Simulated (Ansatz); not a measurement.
Relaxation of Cl$_{2}$HOZn (5 atoms, charge 0, multiplicity 2), to a largest force component of 0.03 eV/Å in at most 50 steps.

Theory: UKS B3LYP-D4/def2-SVP (Ansatz 0.2.0).

```xyz
5
Properties=species:S:1:pos:R:3
Zn 0.021 -0.077 -0.054
Cl 0.000 0.000 2.146
O 0.005 -0.018 -1.828
H 0.238 -0.859 -2.242
Cl -0.010 0.036 5.381
```

Q: Where does it end, and by what steps?

A: The forces met the threshold. After 23 steps the energy has fallen by 0.928 eV; Cl5 moved furthest, 2.75 Å. Joined: Zn1–Cl5 (5.44 → 2.31 Å).

```csv
step,energy less start (eV),largest force component (eV/Å),accepted
0,0.0000,1.126,yes
1,-0.0491,0.364,yes
2,-0.0565,0.185,yes
3,-0.0636,0.166,yes
4,-0.0714,0.065,yes
5,-0.0818,0.066,yes
6,-0.1022,0.134,yes
7,-0.1294,0.161,yes
8,-0.1664,0.150,yes
9,-0.1999,0.175,yes
10,-0.2337,0.130,yes
11,-0.2638,0.092,yes
12,-0.2952,0.125,yes
13,-0.3289,0.124,yes
14,-0.3710,0.176,yes
15,-0.4276,0.245,yes
16,-0.5159,0.367,yes
17,-0.6550,0.511,yes
18,-0.8397,0.477,yes
19,-0.8902,0.822,yes
20,-0.9244,0.187,yes
21,-0.9266,0.116,yes
22,-0.9284,0.060,yes
23,-0.9285,0.005,yes
```

```xyz
5
Properties=species:S:1:pos:R:3
Zn 0.011 -0.039 0.706
Cl -0.457 1.647 2.192
O 0.095 -0.341 -1.053
H 0.347 -1.250 -1.266
Cl 0.259 -0.934 2.824
```

Whether the end is a true minimum wasn't checked by a vibrational analysis.

The run took 57 s on 2 threads of Intel(R) Xeon(R) 6975P-C (Granite Rapids), with other jobs on the host, peak memory 0.33 GiB.
